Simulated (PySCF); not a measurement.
# SMILES C1(Br)=CP=CO1, C3H2BrOP

Molfile (atoms numbered from 1):
```
C3H2BrOP
     RDKit          3D

  8  8  0  0  0  0  0  0  0  0999 V2000
    2.6987   -0.3392   -0.3551 Br  0  0  0  0  0  0  0  0  0  0  0  0
    0.8586   -0.0508   -0.1066 C   0  0  0  0  0  0  0  0  0  0  0  0
    0.2195    1.1185    0.1402 C   0  0  0  0  0  0  0  0  0  0  0  0
   -1.5194    0.8300    0.2911 P   0  0  0  0  0  0  0  0  0  0  0  0
   -1.1893   -0.8234    0.0060 C   0  0  0  0  0  0  0  0  0  0  0  0
    0.1000   -1.1401   -0.1855 O   0  0  0  0  0  0  0  0  0  0  0  0
    0.7125    2.0675    0.2278 H   0  0  0  0  0  0  0  0  0  0  0  0
   -1.8715   -1.6531   -0.0424 H   0  0  0  0  0  0  0  0  0  0  0  0
  1  2  1  0
  2  3  2  0
  3  4  1  0
  4  5  2  0
  5  6  1  0
  6  2  1  0
  3  7  1  0
  5  8  1  0
M  END
```

Level of theory: PySCF 2.14.0, GIAO B3LYP/pcSseg-1 magnetisability, rotational g tensor and spin-rotation constants, non-relativistic, gas phase. Geometry: GFN2-xTB.

The calculation is non-relativistic, which matters for the atoms heavier than Zn.

Give the nuclear spin-rotation constants along the inertial axes (H = +C I·J) beside the isotropic shieldings.

Rotational constants 7.5228, 0.9460, 0.8403 GHz. A star marks the isotopologue with that one atom substituted, in its own axes.
| atom | isotope | Caa (kHz) | Cbb (kHz) | Ccc (kHz) | mean (kHz) | σ (ppm) |
| --- | --- | --- | --- | --- | --- | --- |
| Br1 | 79Br | 2.484 | 2.641 | 1.908 | 2.345 | 1946.1 |
| P4 | 31P | 18.460 | 2.159 | 1.071 | 7.230 | 149.0 |
| H7 | 1H | -0.698 | 0.097 | -0.098 | -0.233 | 24.7 |
| H8 | 1H | -0.297 | 0.067 | -0.090 | -0.107 | 22.9 |
| C2 | 13C* | 3.597 | 0.300 | 0.228 | 1.375 | 27.8 |
| C3 | 13C* | 2.501 | 0.458 | 0.131 | 1.030 | 48.5 |
| C5 | 13C* | 4.398 | 0.402 | 0.187 | 1.662 | -11.1 |
| O6 | 17O* | -3.502 | -0.429 | -0.119 | -1.350 | -37.7 |

For the geometry as given, no vibrational averaging.

How do the rotational constants and the g tensor change when H7, H8 are replaced by deuterium?

Constants 6.6659, 0.9337, 0.8190 GHz; g -0.0818, -0.0165, 0.0033, against -0.0921, -0.0168, 0.0034 before.
